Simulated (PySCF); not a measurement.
RbPb⁻: from constants to spectrum

ROHF-MP2 constants of RbPb⁻, triplet, unpaired electrons π ↑↑ (PySCF, scalar-relativistic core potentials, basis sets Rb def2-SVPD with ECP28, Pb def2-SVPD with ECP60; masses 84.9118 and 207.9766 u):

```
ωe   : 91.2 cm⁻¹
ωexe : 0.265 cm⁻¹
Be   : 0.018557 cm⁻¹
αe   : 1.63e-05 cm⁻¹
```

What force constant and bond length do these constants imply?

Reduced mass μred = 60.295 u; k = 5.8918×10⁻⁷·μred·ωe² (u, cm⁻¹, mdyn/Å) = 0.295 mdyn/Å; Re = √(16.8576/(μred·Be)) (u, cm⁻¹, Å) = 3.882 Å.

Estimate the centrifugal constant D from the Kratzer relation and find the Dunham coefficient a1.

D = 4Be³/ωe² = 3.07e-09 cm⁻¹; a1 = −1 − αeωe/(6Be²) = -1.72.

Correlated steps freeze 4 core orbitals. These are scalar-relativistic numbers at best; spin–orbit coupling would shift them, the dissociation energy most. The state is the lowest determinant that a PBE0 search found; another state may lie lower at other levels.
